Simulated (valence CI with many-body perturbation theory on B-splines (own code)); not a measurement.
Results of a calculation; reference values are marked as such.
**Mo: configurations and terms from energies and g**

Method: configuration interaction combined with many-body perturbation theory (CI+MBPT): six valence electrons over a frozen Dirac-Fock core [Kr], radial functions for each j: 7 s, 7 p, 8 d, 6 f, 4 g, 1 h, with the one-electron correlation potential Σ1 (screened to all orders), the two-electron term Σ2, the three-electron term Σ3, Breit, model QED; selected single and double excitations, second order for the rest, scaled by the run's own slope (own B-spline code, finite nucleus).

With an open or low-lying d shell, typical errors are a few hundred cm⁻¹, and configurations can be misplaced against each other by 1,000 to 3,000. Among the levels kept, up to 2800 cm⁻¹ of a level comes from second order outside the variational space, and about a tenth of that is noise between levels of different J, which matters for small intervals. Only levels of the ground parity were solved; by the run's estimate the other parity begins above the list, which can be wrong where configurations are misplaced.

| No. | J | Parity | E (eV) | g |
| --- | --- | --- | --- | --- |
| 1 | 3 | even | 0.0000 | 2.001 |
| 3 | 1 | even | 1.289 | 1.501 |
| 6 | 3 | even | 1.377 | 1.500 |
| 7 | 4 | even | 1.441 | 1.499 |
| 8 | 2 | even | 2.097 | 0.337 |
| 9 | 3 | even | 2.100 | 0.919 |
| 10 | 4 | even | 2.106 | 1.151 |
| 11 | 5 | even | 2.113 | 1.267 |
| 12 | 6 | even | 2.117 | 1.333 |
| 13 | 3 | even | 2.327 | 1.628 |
| 14 | 2 | even | 2.345 | 1.774 |
| 15 | 1 | even | 2.364 | 2.412 |

Energies count from the lowest level. Strongly mixed levels and levels close to another of their J and parity, and those with J = 0 are left out, so the numbers can have gaps.

Q: Give configuration and LS term of each level.

A: 1: 4d⁵5s ⁷S; 3: 4d⁴5s² ⁵D; 6: 4d⁴5s² ⁵D; 7: 4d⁴5s² ⁵D; 8: 4d⁵5s ⁵G; 9: 4d⁵5s ⁵G; 10: 4d⁵5s ⁵G; 11: 4d⁵5s ⁵G; 12: 4d⁵5s ⁵G; 13: 4d⁵5s ⁵P; 14: 4d⁵5s ⁵P; 15: 4d⁵5s ⁵P.
